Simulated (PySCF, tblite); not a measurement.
Compound: C5H4F2.
Numbering: `[CH3:1][C:2]#[C:3]/[C:4]([F:5])=[CH:6]\[F:7]` (hydrogens: H8, H9, H10 on C1; H11 on C6)

Cartesian coordinates in Å at the GFN2-xTB level; atoms count from 1:
```xyz
11
C5H4F2 angstrom
C      2.4557    0.0283   -0.0165
C      1.0251    0.1368   -0.1307
C     -0.1741    0.2088   -0.2071
C     -1.5722    0.3212   -0.3270
F     -2.0205    1.2286   -1.2249
C     -2.4874   -0.3720    0.3503
F     -2.1387   -1.2906    1.2588
H      2.9360    0.6546   -0.7675
H      2.7611   -1.0071   -0.1655
H      2.7733    0.3517    0.9745
H     -3.5529   -0.2577    0.2298
```

Method: wB97X-D/def2-SVPD in PySCF (dipole) on a GFN2-xTB geometry, gas phase.

Masses are those of the commonest isotopes; rigid-rotor values at the optimised geometry. 

Problem. Give the principal moments of inertia and the rotational constants in MHz.

Solution. Ia = 127.08, Ib = 326.57, Ic = 450.48 u·Å²; 505379 MHz·u·Å²/I gives A = 3977, B = 1548, C = 1122 MHz.

Problem. What kind of rotor is it?

Solution. An asymmetric top: κ = (2 × 1548 − 3977 − 1122)/(3977 − 1122) = -0.70.

Problem. Is it planar, by Δ = Ic − Ia − Ib?

Solution. Not planar: Δ = Ic − Ia − Ib = -3.17 u·Å². For a rigid frame Δ = −2 Σ m c², so Σ m c² = 1.59 u·Å² lies off the ab plane, practically all of it from hydrogen. The atom farthest from that plane is 0.93 Å away.

Problem. Which lines would a microwave search look for?

Solution. The dipole components are |μa| = 1.53 D, |μb| = 0.46 D, |μc| = 0.00 D. Intensities carry the squares of the components, which stand as 1.00 : 0.09 : 0.00 (a : b : c). Some lines, for components of 0.1 D or more:

```csv
type,branch,"J(Ka,Kc)",MHz,lower level (cm⁻¹)
b,R,"5(2,3) ← 4(3,2)",1439,1.688
a,R,"1(0,1) ← 0(0,0)",2669,0.000
b,R,"3(0,3) ← 2(1,2)",5753,0.334
a,Q,"5(1,4) ← 5(1,5)",6279,1.307
b,R,"5(0,5) ← 4(1,4)",11375,0.903
a,R,"5(2,4) ← 4(2,3)",13233,1.242
a,R,"5(3,3) ← 4(3,2)",13486,1.688
b,R,"3(2,1) ← 2(1,2)",16824,0.334
b,R,"5(2,4) ← 4(1,3)",19140,1.045
b,R,"4(2,2) ← 3(1,3)",20595,0.579
b,R,"3(3,1) ← 2(2,0)",21198,0.621
```

Its GFN2-xTB frequencies are all real (lowest 27 cm⁻¹). Zero-point vibration and centrifugal distortion are left out. A rigid rotor knows nothing of internal rotation, which can split or shift real lines.

On one thread, Arm Neoverse V1 (aarch64) (shared host), this took 32 s of wall time and 0.72 GiB of memory at its peak. This is the wB97X-D/def2-SVPD job that gave the dipole, with the excitations it also computed.
